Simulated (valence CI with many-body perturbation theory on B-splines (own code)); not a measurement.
**Energy levels of Ho53+**

Calculated by configuration interaction combined with many-body perturbation theory (CI+MBPT): four valence electrons over a frozen Dirac-Fock core [Ne], a basis of 11 s, 11 p, 10 d, 8 f, 5 g, 2 h functions for each j, with the one-electron correlation potential Σ1, the two-electron term Σ2, the three-electron term Σ3, Breit, model QED; selected CI, second order for the rest, scaled by the run's own slope (own B-spline code, finite nucleus).

No measured spectrum was set against this ion. As an estimate, large intervals hold to a few tenths of a per cent, small ones and those within an open d or f shell to about a per cent. Among the levels kept, up to 580 cm⁻¹ of a level comes from second order outside the variational space, and about a tenth of that is noise between levels of different J, which matters for small intervals.

Levels 136 to 178 of 178, with energies above the lowest level, (3s^2 3p1/2^2) J=0. "Leading %" is the weight of the configuration and term that name the level; weights of strongly mixed levels are sums over their largest components and can fall short. In the jj column 3d3/2^4 stands for four electrons in 3d with j = 3/2.

| No. | Configuration | Term | J | E (eV) | Leading % | Second component | Leading jj |
| --- | --- | --- | --- | --- | --- | --- | --- |
| 136 | 3s3p3d² | ³P° | 1 | 1132.5 | 50 | 16 % 3s3p3d² ¹P° | 3s 3p1/2 3d5/2^2 (88 %) |
| 137 | 3p²3d² | ³F | 2 | 1134.2 | 39 | 26 % 3p²3d² ⁵G | 3p1/2^2 3d3/2^2 (97 %) |
| 138 | 3p³3d | ³F° | 2 | 1150.1 | 44 | 18 % 3p³3d ³D° | 3p1/2 3p3/2^2 3d3/2 (86 %) |
| 139 | 3p³3d | ³D° | 1 | 1155.5 | 43 | 36 % 3p³3d ⁵D° | 3p1/2 3p3/2^2 3d3/2 (90 %) |
| 140 | 3p²3d² | ³P | 0 | 1155.5 | 57 | 31 % 3p²3d² ⁵D | 3p1/2^2 3d3/2^2 (96 %) |
| 141 | 3p³3d | ³F° | 3 | 1159.8 | 34 | 24 % 3p³3d ³G° | 3p1/2 3p3/2^2 3d3/2 (86 %) |
| 142 | 3p³3d | ⁵D° | 0 | 1161.2 | 45 | 28 % 3p³3d ¹S° | 3p1/2 3p3/2^2 3d3/2 (89 %) |
| 143 | 3p³3d | ³G° | 4 | 1164.6 | 43 | 35 % 3p³3d ¹G° | 3p1/2 3p3/2^2 3d3/2 (89 %) |
| 144 | 3p³3d | ³F° | 2 | 1176.4 | 35 | 22 % 3p³3d ¹D° | 3p1/2 3p3/2^2 3d3/2 (85 %) |
| 145 | 3p³3d | ³P° | 1 | 1183.1 | 26 | 20 % 3p³3d ³S° | 3p1/2 3p3/2^2 3d3/2 (65 %) |
| 146 | 3p³3d | ³F° | 2 | 1184.4 | 27 | 18 % 3p³3d ³P° | 3p1/2 3p3/2^2 3d3/2 (70 %) |
| 147 | 3p³3d | ³D° | 3 | 1186.6 | 33 | 16 % 3p³3d ¹F° | 3p1/2 3p3/2^2 3d3/2 (75 %) |
| 148 | 3p²3d² | ³F | 3 | 1192.6 | 31 | 26 % 3p²3d² ⁵G | 3p1/2^2 3d3/2 3d5/2 (97 %) |
| 149 | 3p³3d | ³D° | 1 | 1201.2 | 25 | 19 % 3p³3d ¹P° | 3p1/2 3p3/2^2 3d3/2 (60 %) |
| 150 | 3s3p3d² | ⁵D° | 0 | 1202.6 | 80 | 16 % 3s3p3d² ³P° | 3s 3p3/2 3d3/2^2 (92 %) |
| 151 | 3p²3d² | ³P | 2 | 1203.3 | 23 | 9 % 3p²3d² ⁵P | 3p1/2^2 3d3/2 3d5/2 (96 %) |
| 152 | 3p³3d | ³F° | 4 | 1205.0 | 45 | 25 % 3p³3d ⁵D° | 3p1/2 3p3/2^2 3d5/2 (86 %) |
| 153 | 3s3p3d² | ⁵F° | 2 | 1206.2 | 30 | 27 % 3s3p3d² ⁵D° | 3s 3p3/2 3d3/2^2 (69 %) |
| 154 | 3s3p3d² | ⁵F° | 3 | 1206.5 | 23 | 11 % 3p³3d ³F° | 3s 3p3/2 3d3/2^2 (52 %) |
| 155 | 3s3p3d² | ⁵D° | 1 | 1206.7 | 39 | 13 % 3p³3d ³D° | 3s 3p3/2 3d3/2^2 (53 %) |
| 156 | 3p²3d² | ⁵D | 1 | 1207.5 | 37 | 29 % 3p²3d² ³P | 3p1/2^2 3d3/2 3d5/2 (97 %) |
| 157 | 3p²3d² | ³F | 4 | 1208.1 | 25 | 20 % 3p²3d² ³H | 3p1/2^2 3d3/2 3d5/2 (96 %) |
| 158 | 3p³3d | ³D° | 3 | 1208.2 | 30 | 18 % 3p³3d ⁵D° | 3p1/2 3p3/2^2 3d5/2 (62 %) |
| 159 | 3p³3d | ³G° | 5 | 1210.0 | 74 | 11 % 3s3p3d² ³G° | 3p1/2 3p3/2^2 3d5/2 (74 %) |
| 160 | 3s3p3d² | ³F° | 4 | 1211.2 | 21 | 15 % 3p³3d ¹G° | 3s 3p3/2 3d3/2^2 (60 %) |
| 161 | 3p³3d | ¹G° | 4 | 1212.8 | 22 | 20 % 3p³3d ⁵D° | 3p1/2 3p3/2^2 3d5/2 (68 %) |
| 162 | 3p³3d | ³P° | 0 | 1217.3 | 41 | 36 % 3p³3d ¹S° | 3p1/2 3p3/2^2 3d5/2 (75 %) |
| 163 | 3p³3d | ¹P° | 1 | 1221.6 | 30 | 26 % 3p³3d ³D° | 3p1/2 3p3/2^2 3d5/2 (76 %) |
| 164 | 3s3p3d² | ⁵S° | 2 | 1228.0 | 26 | 26 % 3s3p3d² ⁵P° | 3s 3p3/2 3d3/2^2 (75 %) |
| 165 | 3p³3d | ³P° | 2 | 1231.1 | 39 | 25 % 3p³3d ³D° | 3p1/2 3p3/2^2 3d5/2 (84 %) |
| 166 | 3p⁴ | ³P | 0 | 1234.6 | 59 | 34 % 3p⁴ ¹S | 3p3/2^4 (93 %) |
| 167 | 3s3p3d² | ³D° | 1 | 1236.8 | 41 | 16 % 3s3p3d² ⁵D° | 3s 3p3/2 3d3/2^2 (64 %) |
| 168 | 3s3p3d² | ⁵G° | 5 | 1236.9 | 50 | 25 % 3s3p3d² ⁵F° | 3s 3p3/2 3d3/2 3d5/2 (77 %) |
| 169 | 3p³3d | ³F° | 3 | 1238.0 | 27 | 26 % 3p³3d ¹F° | 3p1/2 3p3/2^2 3d5/2 (79 %) |
| 170 | 3s3p3d² | ³F° | 2 | 1240.0 | 34 | 12 % 3p³3d ¹D° | 3s 3p3/2 3d3/2^2 (48 %) |
| 171 | 3s3p3d² | ⁵D° | 4 | 1240.6 | 35 | 22 % 3s3p3d² ⁵F° | 3s 3p3/2 3d3/2 3d5/2 (86 %) |
| 172 | 3p³3d | ¹F° | 3 | 1241.9 | 25 | 10 % 3p³3d ³F° | 3p1/2 3p3/2^2 3d5/2 (67 %) |
| 173 | 3p³3d | ³D° | 1 | 1243.9 | 26 | 25 % 3p³3d ³S° | 3p1/2 3p3/2^2 3d5/2 (80 %) |
| 174 | 3s3p3d² | ⁵G° | 6 | 1244.0 | 66 | 34 % 3s3p3d² ³H° | 3s 3p3/2 3d3/2 3d5/2 (78 %) |
| 175 | 3p³3d | ³D° | 2 | 1245.0 | 33 | 17 % 3s3p3d² ³F° | 3p1/2 3p3/2^2 3d5/2 (56 %) |
| 176 | 3s3p3d² | ⁵P° | 3 | 1245.4 | 31 | 23 % 3s3p3d² ⁵D° | 3s 3p3/2 3d3/2 3d5/2 (78 %) |
| 177 | 3p³3d | ³P° | 2 | 1247.1 | 31 | 21 % 3p³3d ³D° | 3p1/2 3p3/2^2 3d5/2 (75 %) |
| 178 | 3s3p3d² | ³G° | 3 | 1247.2 | 41 | 11 % 3s3p3d² ⁵P° | 3s 3p3/2 3d3/2^2 (56 %) |

Where two levels of one J and parity lie close, their mixing, g and order are uncertain.
